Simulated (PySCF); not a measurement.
Electronic absorption of [C5H6F2NO]+

C5H6F2NO (charge +1).
Z-matrix (Å and degrees, PBE0-D3(BJ)/def2-SVP geometry), rows numbered from 1:
```
C 
N   1  1.4598
C   2  1.3153  1  126.68
O   3  1.3033  2  110.57  1   179.59
C   4  1.3590  3  107.93  2    -0.01
C   5  1.5042  4  119.20  3  -177.67
F   6  1.3380  5  106.64  4  -175.09
F   6  1.3363  5  108.82  4    66.31
C   5  1.3529  4  108.17  3     0.06
H   1  1.0978  2  109.10  3  -120.02
H   1  1.0978  2  109.19  3   119.65
H   1  1.0960  2  109.16  3    -0.24
H   3  1.0903  2  128.25  1    -0.60
H   6  1.1044  5  111.99  4   -54.57
H   9  1.0878  2  123.29  1     0.53
```

Method used: TDDFT B3LYP/def2-SVPD, vertical, gas phase, core orbitals frozen in the response (PySCF 2.14.0, density-fitted response routines).

Q: Predict the UV-vis stick spectrum at this level.

A: 

```csv
state,E (eV),E (kJ/mol),λ (nm),f,"main configurations (H = HOMO, L = LUMO)"
S1,6.02,581,206.1,0.141,H→L (95%)
S2,6.59,636,188.2,0.0038,H-1→L (97%)
S3,7.17,692,172.9,0.051,"H→L+1 (61%), H-2→L (33%)"
S4,7.62,735,162.6,0.010,H-1→L+1 (94%)
S5,8.04,775,154.3,0.0027,H-3→L (96%)
S6,8.16,787,152.0,0.463,"H-2→L (57%), H→L+1 (30%)"
```

The lowest singlet lies at 6.02 eV (206 nm, ultraviolet) and is of moderate strength; its leading configuration is HOMO→LUMO (95%). The most intense listed level is S6 at 8.16 eV (152 nm, f = 0.463), 2.14 eV above S1. It is the last of those listed, so stronger ones may follow. Löwdin shares by element: HOMO carbon 72% or more, nitrogen 9% (atoms not listed hold the other 18%); LUMO carbon 44% or more, oxygen 21%, nitrogen 21%. Of the 6 states listed, 4 reach f = 0.01 and none stays under 0.0005. The oscillator strengths of these states sum to 0.672; summed over the whole spectrum of an exact calculation they would give the number of electrons, 68 (Thomas–Reiche–Kuhn). Orbital energies (eV): HOMO-3 -15.65, HOMO-2 -15.13, HOMO-1 -14.30, HOMO -13.25, LUMO -6.81, LUMO+1 -5.59, LUMO+2 -3.97. No computed singlet lies in the visible range (380 to 750 nm); the lowest, at 206 nm, stands 2.75 eV above its violet end (3.26 eV). The window holds the lowest 6 singlets.

One conformer stands for the species.
